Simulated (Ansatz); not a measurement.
Computed with Ansatz on PBE0-D4/def2-TZVP structures; ΔE is electronic, products minus reactants. CCSD(T)/CBS adds triple-zeta CCSD(T) − MP2 to the extrapolated MP2 energy (def2 sets, frozen cores). This one scheme is used for every species. DFT in def2-TZVPP. B3LYP here is the variant with VWN-RPA as its local correlation; programs differ in this.

Consider the hydrogenolysis of the Si–Cl bond: `Cl[SiH]1CC1` + H₂ → `C1C[SiH2]1` + HCl.

Question: Is it downhill or uphill in electronic energy at CCSD(T)/CBS, and by how much? (Best estimate.)

Answer: The calculation gave: Uphill: ΔE = +72.5 kJ/mol.

Question: What do these levels give: B97M-V, B3LYP-D4, BLYP, PBE0, B3LYP, CAM-B3LYP? (An estimate is asked.)

Answer: Computed: B97M-V 73.2, B3LYP-D4 71.9, BLYP 64.4, PBE0 67.5, B3LYP 64.8, CAM-B3LYP 64.3 kJ/mol.

Question: What do rigid-rotor, harmonic-oscillator terms from PBE0-D4/def2-TZVP frequencies (298.15 K, 1 bar) make of the CCSD(T)/CBS value? (An estimate is asked.)

Answer: Computed: ΔZPE = +7.4 kJ/mol, ΔH = +77.3 kJ/mol, ΔS = 17 J/(mol·K), ΔG = +72.3 kJ/mol.

Largest T1 diagnostic among the species: 0.011.

Leaving LDA and LC-ωPBE aside and taking each functional with its dispersion term where it has one, the values, not all of them listed here, spread over 8.9 kJ/mol, from CAM-B3LYP-D4 to r2SCAN-D4. At CCSD(T), def2-SVP lies −18.9 kJ/mol from the extrapolated value and def2-TZVPP −5.6 kJ/mol.
